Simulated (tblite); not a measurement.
C6H10S.
Bonds: C1–C2 (double), C2–S3, S3–C4, C2–C5, C5–C6, C6–C7, C5–C7. Hydrogens: H8, H9 on C1; H10, H11, H12 on C4; H13 on C5; H14, H15 on C6; H16, H17 on C7.

Computed with GFN2-xTB (tblite), gas phase: Langevin dynamics at 300 K from the optimised GFN2-xTB geometry, time step 0.5 fs, friction 0.01 fs⁻¹, 2000 steps. The instantaneous temperature is 2·E(kin)/(3Nk) with all 3N coordinates.

| t (fs) | T (K) | E(pot) above start (eV) | C1=C2 (Å) | C2–S3 (Å) | S3–C4 (Å) | C2–C5 (Å) | C5–C6 (Å) | C1–H8 (Å) | C1–C2–S3–C4 (°) |
| --- | --- | --- | --- | --- | --- | --- | --- | --- | --- |
| 0 | 259 | 0.000 | 1.327 | 1.772 | 1.813 | 1.479 | 1.506 | 1.074 | 1 |
| 25 | 172 | 0.457 | 1.348 | 1.748 | 1.853 | 1.533 | 1.480 | 1.043 | 8 |
| 50 | 279 | 0.406 | 1.321 | 1.746 | 1.770 | 1.531 | 1.498 | 1.113 | 4 |
| 75 | 261 | 0.337 | 1.304 | 1.804 | 1.852 | 1.506 | 1.485 | 1.076 | -1 |
| 100 | 198 | 0.468 | 1.332 | 1.773 | 1.766 | 1.485 | 1.490 | 1.066 | -6 |
| 125 | 296 | 0.450 | 1.325 | 1.784 | 1.835 | 1.478 | 1.462 | 1.076 | 4 |
| 150 | 258 | 0.479 | 1.301 | 1.799 | 1.768 | 1.492 | 1.478 | 1.097 | 9 |
| 175 | 217 | 0.571 | 1.329 | 1.799 | 1.873 | 1.535 | 1.527 | 1.074 | 8 |
| 200 | 196 | 0.669 | 1.338 | 1.739 | 1.766 | 1.488 | 1.524 | 1.060 | 6 |
| 225 | 254 | 0.482 | 1.334 | 1.818 | 1.861 | 1.478 | 1.543 | 1.082 | -3 |
| 250 | 231 | 0.557 | 1.300 | 1.798 | 1.777 | 1.484 | 1.524 | 1.054 | 6 |
| 275 | 310 | 0.438 | 1.332 | 1.810 | 1.834 | 1.468 | 1.477 | 1.072 | 23 |
| 300 | 211 | 0.666 | 1.341 | 1.715 | 1.784 | 1.507 | 1.555 | 1.104 | 26 |
| 325 | 283 | 0.563 | 1.350 | 1.808 | 1.863 | 1.482 | 1.505 | 1.052 | 27 |
| 350 | 318 | 0.531 | 1.291 | 1.741 | 1.809 | 1.484 | 1.426 | 1.046 | 11 |
| 375 | 276 | 0.582 | 1.319 | 1.789 | 1.823 | 1.498 | 1.490 | 1.087 | 10 |
| 400 | 254 | 0.553 | 1.351 | 1.760 | 1.776 | 1.436 | 1.549 | 1.089 | 7 |
| 425 | 249 | 0.536 | 1.357 | 1.782 | 1.853 | 1.489 | 1.559 | 1.086 | 9 |
| 450 | 256 | 0.524 | 1.305 | 1.728 | 1.802 | 1.460 | 1.494 | 1.064 | 9 |
| 475 | 240 | 0.557 | 1.322 | 1.861 | 1.839 | 1.514 | 1.508 | 1.071 | 13 |
| 500 | 235 | 0.745 | 1.335 | 1.723 | 1.784 | 1.503 | 1.599 | 1.064 | 2 |
| 525 | 300 | 0.634 | 1.321 | 1.794 | 1.806 | 1.475 | 1.526 | 1.057 | 5 |
| 550 | 362 | 0.536 | 1.306 | 1.732 | 1.807 | 1.471 | 1.493 | 1.074 | -4 |
| 575 | 279 | 0.655 | 1.333 | 1.865 | 1.806 | 1.459 | 1.510 | 1.068 | -6 |
| 600 | 252 | 0.755 | 1.320 | 1.768 | 1.809 | 1.428 | 1.508 | 1.085 | 26 |
| 625 | 299 | 0.590 | 1.346 | 1.791 | 1.821 | 1.460 | 1.492 | 1.076 | 19 |
| 650 | 300 | 0.702 | 1.331 | 1.773 | 1.831 | 1.471 | 1.524 | 1.062 | -3 |
| 675 | 280 | 0.908 | 1.325 | 1.851 | 1.833 | 1.472 | 1.548 | 1.086 | 3 |
| 700 | 370 | 0.765 | 1.354 | 1.744 | 1.841 | 1.424 | 1.543 | 1.081 | -12 |
| 725 | 278 | 0.801 | 1.361 | 1.745 | 1.850 | 1.465 | 1.513 | 1.093 | -1 |
| 750 | 406 | 0.658 | 1.315 | 1.807 | 1.814 | 1.510 | 1.502 | 1.088 | 13 |
| 775 | 290 | 0.759 | 1.301 | 1.780 | 1.852 | 1.507 | 1.536 | 1.038 | -7 |
| 800 | 328 | 0.522 | 1.320 | 1.748 | 1.821 | 1.464 | 1.530 | 1.109 | 4 |
| 825 | 306 | 0.693 | 1.375 | 1.773 | 1.791 | 1.435 | 1.529 | 1.072 | -16 |
| 850 | 364 | 0.682 | 1.359 | 1.806 | 1.909 | 1.487 | 1.523 | 1.058 | -1 |
| 875 | 402 | 0.650 | 1.310 | 1.772 | 1.783 | 1.498 | 1.458 | 1.117 | -2 |
| 900 | 369 | 0.743 | 1.304 | 1.834 | 1.897 | 1.509 | 1.541 | 1.080 | -21 |
| 925 | 416 | 0.641 | 1.313 | 1.785 | 1.752 | 1.501 | 1.569 | 1.086 | -10 |
| 950 | 289 | 0.645 | 1.356 | 1.775 | 1.897 | 1.473 | 1.480 | 1.077 | -29 |
| 975 | 365 | 0.436 | 1.326 | 1.821 | 1.786 | 1.493 | 1.472 | 1.101 | -19 |
| 1000 | 340 | 0.491 | 1.284 | 1.806 | 1.809 | 1.492 | 1.487 | 1.061 | -18 |

**Question.** From 500 fs on, how do temperature and potential energy compare with equipartition?

**Answer.** The mean temperature of these 21 frames is 325 K against the target 300 K, and the mean potential energy 0.67 eV against 45 × kT/2 = 0.58 eV for 45 classical harmonic modes. For 17 atoms in a canonical ensemble the temperature itself scatters by T·√(2/(3N)) = 59 K; here its standard deviation is 51 K. The whole run lasts only 10 friction times of 100 fs, so these averages carry a wide statistical error.

**Question.** What are the kinetic and total energies of the listed frame with the highest potential energy?

**Answer.** The one at 675 fs, 0.908 eV above the start. Its kinetic energy is 3NkT/2 = 0.615 eV at 280 K, so the sum is 1.52 eV; over the listed frames the sum runs from 0.57 to 1.58 eV, since the thermostat adds and removes energy.

**Question.** How much do the listed bonds fluctuate from 500 fs on?

**Answer.** 
```tsv
bond	at the start (Å)	mean (Å)	standard deviation (Å)
C1=C2	1.327	1.328	0.023
C2–S3	1.772	1.785	0.037
S3–C4	1.813	1.824	0.039
C2–C5	1.479	1.476	0.025
C5–C6	1.506	1.518	0.032
C1–H8	1.074	1.078	0.018
```

The motion is classical and holds no zero-point motion.

The cost below is that of the whole dynamics run. Hardware: an Arm Neoverse V2 with one thread (shared host). Cost: 10 s wall.
